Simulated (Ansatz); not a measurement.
```xyz
2

F    -0.243   -0.977    0.430
K     0.243    0.977   -0.430
```

Total charge 0; spin multiplicity 1.

List the PBE0/def2-TZVPP orbital energies in eV (the Gaussian-basis code of Ansatz). (An estimate is asked.)

Computed: Occupied: -3536.67, -667.74, -360.97, -287.86, -287.86, -287.83, -37.69, -26.28, -20.23, -20.23, -19.84, -6.31, -6.29, -6.29. Lowest empty: -1.05, 0.73, 0.73, 1.11, 1.53, 2.45, 2.45, 3.32.
